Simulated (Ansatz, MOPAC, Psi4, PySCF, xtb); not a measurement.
Two geometries of diboron tetrachloride, SMILES ClB(Cl)B(Cl)Cl, relaxed at B3LYP-D3(BJ)/def2-SVP with one dihedral held; other torsions can differ between them too.

Structure A

```
6

Cl     1.7173    -1.3271     0.8250
B      0.8702    -0.0770    -0.0654
Cl     1.7944     1.0085    -1.0861
B     -0.8317     0.0930     0.0727
Cl    -1.6838    -0.5868     1.4462
Cl    -1.7484     0.9294    -1.1658
```

Structure B

```
6

Cl    -1.6847    -1.3232     0.8417
B     -0.8410    -0.0955    -0.0845
Cl    -1.7630     0.9702    -1.1288
B      0.8489     0.0906     0.0583
Cl     1.8328     0.4189    -1.3565
Cl     1.6186    -0.0021     1.6317
```

Q: Which is lower in energy at the level CCSD(T) on RHF/cc-pVTZ, frozen core // B3LYP-D3(BJ)/def2-SVP (Ansatz, a first-principles code), and by how much?

A: B is lower, by 0.61 kcal/mol (dihedral Cl1–B2–B4–Cl5: 20° in A, 140° in B).

E(B) − E(A) in kcal/mol at the other levels, on the same two geometries: B3LYP/def2-TZVP // B3LYP-D3(BJ)/def2-SVP (Psi4) -0.79; B3LYP-D3(BJ)/def2-TZVP // B3LYP-D3(BJ)/def2-SVP (Psi4) -0.72; PBE/def2-TZVP // B3LYP-D3(BJ)/def2-SVP (Psi4) -0.65; PBE-D3(BJ)/def2-TZVP // B3LYP-D3(BJ)/def2-SVP (Psi4) -0.62; wB97M-V/def2-TZVP // B3LYP-D3(BJ)/def2-SVP (Psi4) -0.51; RHF/cc-pVTZ // B3LYP-D3(BJ)/def2-SVP (Ansatz) -0.97; MP2 on RHF/cc-pVTZ, frozen core // B3LYP-D3(BJ)/def2-SVP (Ansatz) -0.59; CCSD on RHF/cc-pVTZ, frozen core // B3LYP-D3(BJ)/def2-SVP (Ansatz) -0.66; PM6, restricted, heats of formation // B3LYP-D3(BJ)/def2-SVP (MOPAC) -1.51; PM3, restricted, heats of formation // B3LYP-D3(BJ)/def2-SVP (MOPAC) -1.18; GFN1-xTB // B3LYP-D3(BJ)/def2-SVP (xtb) -0.26; restricted B3LYP/6-31G*, spherical d, density fitting // B3LYP-D3(BJ)/def2-SVP (PySCF) -0.71; restricted M06-2X/6-31G*, spherical d, density fitting // B3LYP-D3(BJ)/def2-SVP (PySCF) -0.45; restricted MP2 (frozen core)/3-21G // B3LYP-D3(BJ)/def2-SVP (PySCF) -0.72; restricted B3LYP/6-311+G**, spherical d, density fitting // B3LYP-D3(BJ)/def2-SVP (PySCF) -0.76.
